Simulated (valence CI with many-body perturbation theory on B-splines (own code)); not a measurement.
Results of a calculation; reference values are marked as such.
## Basis-set convergence for Zn²⁵⁺

Method: relativistic CI+MBPT: three valence electrons over a frozen Dirac-Fock core [He], a basis of 9 s, 9 p, 8 d, 6 f, 3 g, 1 h functions for each j, with the one-electron correlation potential Σ1 (screened to all orders), the two-electron term Σ2, the three-electron term Σ3, Breit, model QED; selected single and double excitations, second order for the rest, scaled by the run's own slope (own B-spline code, finite nucleus).

No measured levels were compared; by estimate levels of excited configurations hold to 0.05 to 0.15 % of their energy, terms of the ground configuration to about 0.5 %.

The reference run has the lowest level 2s²2p ²P°_1/2 and an ionisation energy of 2492.06 eV. Its largest variational space holds 10677 state functions.

Names give the largest LS component (configuration and term), which can be under half, so a name can repeat, a term be missing and a line seem to break the LS rules; names also repeat where a configuration has a term twice.

Changed runs:
A. basis 6 s, 6 p, 5 d, 3 f, 1 g
B. basis 5 s, 5 p, 4 d, 2 f

Excitation energies of the reference run in cm⁻¹, and shifts in cm⁻¹:

```
                 Level  Reference       A      B
         2s²2p ²P°_3/2     221975    -3.4    -11
          2s2p² ⁴P_1/2     513609    -127   -364
          2s2p² ⁴P_3/2     632366    -155   -446
          2s2p² ⁴P_5/2     719179    -112   -340
          2s2p² ²D_3/2     964543    +122   +384
          2s2p² ²D_5/2    1032490     +84   +263
          2s2p² ²P_1/2    1069530    +145   +491
          2s2p² ²S_1/2    1306290    +174   +573
          2s2p² ²P_3/2    1319090    +141   +477
           2p³ ⁴S°_3/2    1606850     -64   -176
           2p³ ²D°_3/2    1792830     +68   +224
           2p³ ²D°_5/2    1852130    +118   +344
Ionisation energy (eV)    2492.06  -0.016  -0.06
```
